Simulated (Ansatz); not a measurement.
Species: SiHF, charge 0, singlet. SiHF (SMILES F[SiH]).
B3LYP-D3(BJ)/def2-TZVP minimum from Ansatz (a program for electronic structure):
```xyz
3

Si    -0.2468    -0.3148     0.4521
H     -0.9813    -1.2112    -0.5591
F      0.4929     0.6243    -0.6411
```
Charge 0, spin multiplicity 1.

Hartree-Fock and CCSD correlation energies in hartree (Ansatz). Radicals and triplets start from unrestricted determinants; spin-orbit coupling is neglected. Correlated methods leave the cores frozen. No relativity. The restricted determinant of HFSi (F[SiH], singlet) is unstable towards broken spin symmetry in at least one set run.

```tsv
basis	X	E(HF)	E(corr, CCSD)
cc-pV(T+d)Z	3	-389.00759	-0.37225
cc-pV(Q+d)Z	4	-389.02091	-0.40048
cc-pV(5+d)Z	5	-389.02384	withheld
```

### Question
Fit E(corr) = E∞ + A/X³ to X = 3 and 4, predict X = 5, and compare with the run.

### Answer
A = (-0.37225 - (-0.40048))/(1/27 - 1/64) = 1.3184; E∞ = -0.40048 - A/64 = -0.42108; at X = 5, E∞ + A/125 = -0.41053. The run gave -0.41088, 0.35 mEh below the prediction. The same form on X = 4 and 5 gives E∞ = -0.42179, 0.71 mEh below the first estimate.
